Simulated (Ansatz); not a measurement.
CH$_{5}$AlOSiTe (`C[SiH]1[O][Al]1[TeH]`). The species carries charge 0 and has multiplicity 1. Te takes the def2 core potential. All single points use the PBE0-D4/def2-TZVP geometry.

```xyz
10

C     0.701    1.497    1.223
Si   -0.404    0.808   -0.107
O     0.290   -0.330   -1.124
Al   -0.957   -1.375   -0.483
Te   -1.328   -3.808   -1.061
H     1.474    2.123    0.766
H     0.123    2.124    1.907
H     1.186    0.708    1.798
H    -1.047    1.949   -0.821
H    -0.038   -3.695   -2.099
```

Q: What is the dipole moment at ωB97M-V/def2-TZVPP? (An estimate is asked.)

A: The calculation gave: 1.32 D, with components (-0.40, 0.19, 1.25) D in this frame, pointing from negative to positive charge.

Q: And with PBE, r2SCAN, B3LYP? (Best estimate.)

A: The calculation gave: PBE 1.10 D, r2SCAN 1.10 D, B3LYP 1.29 D.

Q: Give the Mulliken charges with ωB97M-V, B3LYP, PBE in def2-TZVPP. (Estimate.)

A: Computed: 
```
atom  ωB97M-V  B3LYP    PBE
  C1    -0.42  -0.36  -0.35
 Si2     0.49   0.50   0.40
  O3    -0.43  -0.44  -0.36
 Al4     0.14   0.17   0.14
 Te5    -0.12  -0.08  -0.09
  H6     0.12   0.10   0.11
  H7     0.12   0.10   0.11
  H8     0.12   0.11   0.11
  H9    -0.05  -0.09  -0.08
 H10     0.02  -0.01   0.01
```

B3LYP here is the variant with VWN-RPA as its local correlation; programs differ in this.
